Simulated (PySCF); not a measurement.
Methyl phenyl sulfoxide, C7H8OS.
Structure used (GFN2-xTB), in Å, numbered top down from 1:
```
atom  x, y, z in Å
C1     2.6138    0.1426    0.4257
S2     1.8051    0.4878   -1.2069
O3     1.8339    1.9414   -1.3653
C4     0.1378    0.0852   -0.5813
C5    -0.2602   -1.2365   -0.4846
C6    -1.5289   -1.5277   -0.0135
C7    -2.3864   -0.5003    0.3492
C8    -1.9826    0.8202    0.2365
C9    -0.7157    1.1151   -0.2369
H10    3.6681    0.3789    0.3244
H11    2.4807   -0.9064    0.6623
H12    2.1630    0.7731    1.1839
H13    0.4168   -2.0267   -0.7750
H14   -1.8508   -2.5554    0.0669
H15   -3.3756   -0.7312    0.7158
H16   -2.6543    1.6189    0.5133
H17   -0.3717    2.1331   -0.3497
```

NICS = −σ at a ghost point: NICS(0) at the centroid of the ring atoms, NICS(1) 1 Å to either side along the normal of their mean plane, zz for the tensor component along that normal. Level: GIAO PBE0/pcSseg-1 (PySCF, non-relativistic, gas phase) on the GFN2-xTB geometry, one conformer.

Ring bond lengths (Å), with Mayer bond orders in brackets: C4–C5 1.384 (1.34), C5–C6 1.384 (1.44), C6–C7 1.386 (1.43), C7–C8 1.385 (1.43), C8–C9 1.384 (1.42), C9–C4 1.381 (1.41).

Q: Give the NICS values of each ring in ppm.

A: 
```tsv
ring	type	NICS(0)	NICS(1), two faces	NICS(1)zz, two faces	rms pucker (Å)	centre to ring atoms, mean (Å)
C4–C5–C6–C7–C8–C9	6-membered carbocycle; formal bonds all aromatic	-8.7	-11.5 / -11.4	-29.4 / -28.4	0.00	1.38
```

Q: What do they say, and how far can they be read as aromaticity?

A: 
- C4–C5–C6–C7–C8–C9: mean NICS(1)zz -28.9 ppm, shielded. The ring is flat and has no four-coordinate atom; by the NICS criterion it is aromatic.

Q: What does the geometric index give? HOMA takes Krygowski's 1993 parameters.

A: 
- C4–C5–C6–C7–C8–C9: HOMA 1.00 = 1 − EN − GEO, with mean bond length 1.384 Å, EN = α(Ropt − mean)² = 0.004 and GEO = α × variance = 0.001. The geometric and the magnetic index point the same way.

Q: At the first NICS(1) probe listed for ring C4–C5–C6–C7–C8–C9, 1 Å off the ring, what do the in-plane components average?

A: The isotropic value is a third of the trace: (3 × -11.5 − (-29.4))/2 = -2.6 ppm.

Q: Give the inner angles of the rings and the Hirshfeld charges of the ring atoms.

A: 
- C4–C5–C6–C7–C8–C9: C4 121.1° (-0.030 e), C5 119.2° (-0.055 e), C6 120.0° (-0.044 e), C7 120.3° (-0.043 e), C8 119.8° (-0.040 e), C9 119.5° (-0.047 e); sum 720.0° against 720° for a flat convex ring.

Q: How shielded are the nuclei of the rings and their hydrogens (means over atoms taken as equivalent)?

A: 
| atoms | environment | σ isotropic (ppm) |
| --- | --- | --- |
| C4 | substituted aromatic carbon | 26.6 |
| C5 (×2) | aromatic CH carbon | 58.9 |
| C6 (×2) | aromatic CH carbon | 52.5 |
| C7 | aromatic CH carbon | 51.4 |
| H13 (×2) | aromatic hydrogen | 23.84 |
| H14 (×2) | aromatic hydrogen | 23.89 |
| H15 | aromatic hydrogen | 23.99 |
